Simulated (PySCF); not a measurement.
[Zr(H)4], neutral singlet in the gas phase. 

Cartesian coordinates (Å):
```xyz
5

Zr     0.0001     0.0000     0.0000
H      1.0425     0.6201    -1.4031
H     -0.9662     1.4089     0.7220
H     -1.1700    -1.2961    -0.6250
H      1.0941    -0.7328     1.3061
```
Charge 0, spin multiplicity 1.

All levels are single points at this geometry (BP86-D3(BJ)/def2-SVP); Pople sets use spherical d functions. Orbital energies aren't observables, and empty levels follow the basis.

SVWN5/6-31G* (LANL2DZ on Zr) in PySCF gives HOMO (eV) = -7.45.

### Question
Estimate the HOMO (eV) from each of these levels: B3LYP-D3(BJ)/def2-TZVP in PySCF; TPSSh-D3(BJ)/def2-TZVP in PySCF; B3LYP/LANL2DZ in PySCF; BP86/6-31G* (LANL2DZ on Zr) in PySCF; M06-2X/6-31G* (LANL2DZ on Zr) in PySCF.

### Answer

```csv
level,HOMO (eV)
B3LYP-D3(BJ)/def2-TZVP in PySCF,-8.34
TPSSh-D3(BJ)/def2-TZVP in PySCF,-7.96
B3LYP/LANL2DZ in PySCF,-8.53
BP86/6-31G* (LANL2DZ on Zr) in PySCF,-7.57
M06-2X/6-31G* (LANL2DZ on Zr) in PySCF,-9.91
```
